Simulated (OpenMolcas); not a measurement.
A run on Nb3+ among 4 point charges of -0.5 e arranged as a tetrahedron (Td), 2.01 Å from the ion.
```
   1.1605    1.1605    1.1605  -0.50
   1.1605   -1.1605   -1.1605  -0.50
  -1.1605    1.1605   -1.1605  -0.50
  -1.1605   -1.1605    1.1605  -0.50
```

```yaml
Program: OpenMolcas
Method: CASSCF
Basis: ANO-RCC-VTZP [7s6p4d2f1g]
Scalar_Hamiltonian: DKH2, point nucleus
Active_space: 2 electrons in 5 orbitals (4d)
State_averaging: 2S+1 = 3 even, 10 roots; 2S+1 = 1 even, 15 roots
Spin-orbit_coupling: RASSI with atomic mean-field integrals over the reference wave functions
```

68 basis functions. Blocks (2S+1, parity, CSFs, roots kept): 3, even, 10, 10; 1, even, 15, 15.

Task: How long do the RASSCF and RASSI steps take on 1 thread of Arm Neoverse V2 (shared host)?

Result: About 5.6 s of wall time, without the integral step.
